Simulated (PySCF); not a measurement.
Radial density of Nb²⁺ (niobium, charge +2)

BLYP, [Kr] 4d2 5s1, 5s spin antiparallel (an excited configuration). Computed with PySCF 2.14 in x2c-TZVPPall with one added diffuse shell each of s, p, d, f type (9s7p7d3f1g, 95 functions), with the spin-free X2C one-electron Hamiltonian (Gaussian nucleus).

```json
{"r (bohr)": "0.0385", "4πr²ρ (e/bohr)": "46.45", "4πr²(ρα − ρβ)": "-0.0010"}
{"r (bohr)": "0.0648", "4πr²ρ (e/bohr)": "46.72", "4πr²(ρα − ρβ)": "-0.0009"}
{"r (bohr)": "0.109", "4πr²ρ (e/bohr)": "63.62", "4πr²(ρα − ρβ)": "0.0224"}
{"r (bohr)": "0.183", "4πr²ρ (e/bohr)": "43.95", "4πr²(ρα − ρβ)": "0.1805"}
{"r (bohr)": "0.308", "4πr²ρ (e/bohr)": "45.83", "4πr²(ρα − ρβ)": "0.2171"}
{"r (bohr)": "0.518", "4πr²ρ (e/bohr)": "30.68", "4πr²(ρα − ρβ)": "0.0064"}
{"r (bohr)": "0.872", "4πr²ρ (e/bohr)": "10.44", "4πr²(ρα − ρβ)": "0.4222"}
{"r (bohr)": "1.47", "4πr²ρ (e/bohr)": "6.778", "4πr²(ρα − ρβ)": "1.2815"}
{"r (bohr)": "2.47", "4πr²ρ (e/bohr)": "1.299", "4πr²(ρα − ρβ)": "0.1003"}
{"r (bohr)": "4.15", "4πr²ρ (e/bohr)": "0.2224", "4πr²(ρα − ρβ)": "-0.1638"}
{"r (bohr)": "6.98", "4πr²ρ (e/bohr)": "0.0007718", "4πr²(ρα − ρβ)": "-0.0007"}
{"r (bohr)": "11.7", "4πr²ρ (e/bohr)": "0.0001359", "4πr²(ρα − ρβ)": "-0.0001"}
```

Densities and radii are taken from the X2C orbitals without a picture-change correction, which distorts them close to the nucleus.

With the s spin flipped the determinant is a mixture of two multiplicities, not a spectroscopic state.
